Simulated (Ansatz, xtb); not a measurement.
# BrGeH6NSi: which of two isomers lies lower

Structure a: `[NH2][GeH2][SiH2]Br`, a singlet. Structure b: `N[Si@@H]([GeH3])Br`, a singlet. Both are isolated molecules in the gas phase, relaxed with r2SCAN-D4/def2-SVP; the shapes shown needn't be the lowest conformers.

a (Å):

```xyz
10

Br    0.7091    2.2071    0.2979
Ge    0.3481   -1.3765   -0.5106
N    -1.1738   -0.7113   -1.3145
Si    0.7649    0.1670    1.2499
H    -1.4480   -1.2148   -2.1577
H    -1.0762    0.2743   -1.5604
H     1.5993   -1.4752   -1.4203
H     0.0135   -2.7860    0.0068
H     2.1038    0.0001    1.8872
H    -0.2864    0.1363    2.3070
```

b (Å):

```xyz
10

Br    2.6907    0.1960   -0.7812
Ge   -0.0539   -0.7990    1.5023
N    -0.3941   -0.7156   -1.8289
Si    0.4243    0.1769   -0.6053
H    -0.4348   -0.3452   -2.7754
H    -0.3100   -1.7285   -1.8499
H     0.0107    1.6000   -0.7444
H    -1.5503   -0.6941    1.8396
H     0.3268   -2.2883    1.4556
H     0.7580   -0.1231    2.6145
```

Quicker runs give these differences E(b) − E(a): GFN2-xTB −5.7 kcal/mol; HF/STO-3G −8.6 kcal/mol (at GFN2-xTB geometries); r2SCAN-D4/def2-SVP//GFN2-xTB −15.5 kcal/mol.

Q: Estimate E(b) − E(a) at the level CCSD(T)/def2-SVP + ΔMP2/def2-TZVPP.

A: Calculated at CCSD(T)/def2-SVP + ΔMP2/def2-TZVPP: E(b) − E(a) = −14.6 kcal/mol, so structure b lies lower.

The same difference at several levels:

```json
{"level": "GFN2-xTB", "geometry": "GFN2-xTB", "E(b) − E(a) (kcal/mol)": "−5.7", "departure from the last row (kcal/mol)": "+8.9", "job, with rough time for the two": "optimisation, 0.17 s"}
{"level": "HF/STO-3G", "geometry": "GFN2-xTB", "E(b) − E(a) (kcal/mol)": "−8.6", "departure from the last row (kcal/mol)": "+6.0", "job, with rough time for the two": "single point, 0.58 s"}
{"level": "r2SCAN-D4/def2-SVP//GFN2-xTB", "geometry": "GFN2-xTB", "E(b) − E(a) (kcal/mol)": "−15.5", "departure from the last row (kcal/mol)": "−0.9", "job, with rough time for the two": "single point, 2.7 s"}
{"level": "r2SCAN-D4/def2-SVP", "geometry": "r2SCAN-D4/def2-SVP", "E(b) − E(a) (kcal/mol)": "−15.8", "departure from the last row (kcal/mol)": "−1.2", "job, with rough time for the two": "optimisation, 39 s"}
{"level": "HF/def2-SVP", "geometry": "r2SCAN-D4/def2-SVP", "E(b) − E(a) (kcal/mol)": "−14.7", "departure from the last row (kcal/mol)": "0.0", "job, with rough time for the two": "part of the CCSD(T) run"}
{"level": "MP2/def2-SVP", "geometry": "r2SCAN-D4/def2-SVP", "E(b) − E(a) (kcal/mol)": "−14.4", "departure from the last row (kcal/mol)": "+0.2", "job, with rough time for the two": "part of the CCSD(T) run"}
{"level": "CCSD(T)/def2-SVP", "geometry": "r2SCAN-D4/def2-SVP", "E(b) − E(a) (kcal/mol)": "−14.0", "departure from the last row (kcal/mol)": "+0.7", "job, with rough time for the two": "single point"}
{"level": "CCSD(T)/def2-SVP + ΔMP2/def2-TZVPP", "geometry": "r2SCAN-D4/def2-SVP", "E(b) − E(a) (kcal/mol)": "−14.6", "departure from the last row (kcal/mol)": "", "job, with rough time for the two": "single point, 38 s"}
```

As drawn, b has 1 N–Si, 1 Ge–H in place of 1 Ge–N, 1 Si–H.

The levels shown agree on the order. The largest departure from CCSD(T)/def2-SVP + ΔMP2/def2-TZVPP is that of GFN2-xTB, 8.9 kcal/mol. A small imaginary or near-zero mode remains, so no thermal terms are given. The last row adds to CCSD(T) the change of the MP2 difference between the two basis sets, here −0.7 kcal/mol.

The correlated steps freeze 24 core orbitals; the filled d shell of Br and Ge is correlated, in a basis made for valence electrons. Programs: Ansatz 0.2.0, xtb 6.7.1; the last row on 2 threads of Intel(R) Xeon(R) 6975P-C (Granite Rapids) on a shared host.
